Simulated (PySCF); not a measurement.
A structure optimised at PBE-D3(BJ)/def2-SVP, used in a PySCF frequency run:

```xyz
4

C      0.0000     0.0000     0.0000
I      2.0516     0.0000     0.0000
I     -1.0258     1.7767     0.0000
I     -1.0258    -1.7767     0.0000
```
Charge +1, spin multiplicity 1.

Question: Write its SMILES, formula and point group.

Answer: I[C+](I)I, CI3, D3h

Question: What are its rotational constants (standard atomic weights)?

Answer: 0.63076, 0.63076, 0.31538 GHz
